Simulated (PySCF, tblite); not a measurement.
One entry of a table of gas-phase calculations, keyed by method. Lists by class give the value and the number of equivalent atoms.

```json
{
 "formula": "C6H5NOP2",
 "smiles": "COc1pccpc1C#N",
 "inchi": "InChI=1S/C6H5NOP2/c1-8-6-5(4-7)9-2-3-10-6/h2-3H,1H3",
 "charge": 0,
 "multiplicity": 1,
 "geometry_level": "GFN2-xTB",
 "atoms_angstrom": [
  ["C", -2.264, -1.027, 0.879],
  ["O", -1.64, 0.154, 0.443],
  ["C", -0.341, 0.091, 0.079],
  ["P", 0.504, -1.452, 0.166],
  ["C", 2.095, -1.036, -0.388],
  ["C", 2.605, 0.167, -0.798],
  ["P", 1.806, 1.705, -0.898],
  ["C", 0.194, 1.315, -0.341],
  ["C", -0.683, 2.425, -0.324],
  ["N", -1.372, 3.342, -0.32],
  ["H", -1.768, -1.431, 1.769],
  ["H", -3.289, -0.751, 1.12],
  ["H", -2.261, -1.79, 0.093],
  ["H", 2.766, -1.891, -0.398],
  ["H", 3.645, 0.188, -1.105]
 ],
 "electronic_structure_code": "PySCF",
 "results": {
  "GFN2-xTB geometry": {
   "point_group": "Cs",
   "rotational_constants_GHz": [1.19, 1.134, 0.583]
  },
  "PBE0/pcSseg-1 ground state and GIAO shieldings, non-relativistic": {
   "dipole_D": 5.16,
   "homo_eV": -7.36,
   "lumo_eV": -2.98,
   "shift_vs_computed_TMS_C_by_class_ppm": [
    [207.2, 1],
    [168.3, 1],
    [157.9, 1],
    [135.5, 1],
    [121.5, 1],
    [59.5, 1]
   ],
   "shift_vs_computed_TMS_H_by_class_ppm": [
    [9.69, 1],
    [9.24, 1],
    [4.4, 3]
   ],
   "shielding_other_nuclei_by_class_ppm": [
    ["N", -70.7, 1],
    ["O", 154.2, 1],
    ["P", 26.9, 1],
    ["P", 139.6, 1]
   ],
   "charges_hirshfeld_e_by_atom": [-0.03, -0.08, 0.04, 0.09, -0.09, -0.11, 0.16, -0.07, 0.05, -0.22, 0.04, 0.07, 0.04, 0.05, 0.05]
  },
  "GFN2-xTB harmonic vibrations, gas phase": {
   "strongest_ir_bands_cm-1_km_per_mol_modes": [
    [1130.1, 54.3, 1],
    [1133.3, 26.6, 1],
    [1212.2, 284.0, 1],
    [1319.0, 27.7, 1],
    [1455.3, 25.0, 1],
    [2355.4, 220.8, 1]
   ],
   "zpe_kcal_per_mol": 60.0
  }
 }
}
```

The zero-point energy, half the sum of the 39 harmonic wavenumbers, equals 20980 cm⁻¹ or 251 kJ/mol. In atomic units the dipole is 2.03 e·bohr (1 au = 2.5417 D).

 NMR classes are plain means over equivalent atoms (diastereotopic ones count apart unless rotation or inversion swaps them), as if these changed places fast; in this geometry the members of some classes differ.

Shape of the structure used: `[CH3:1][O:2][c:3]1[p:4][cH:5][cH:6][p:7][c:8]1[C:9]#[N:10]`: C1–O2–C3–P4 0°.

One conformer stands for the species.
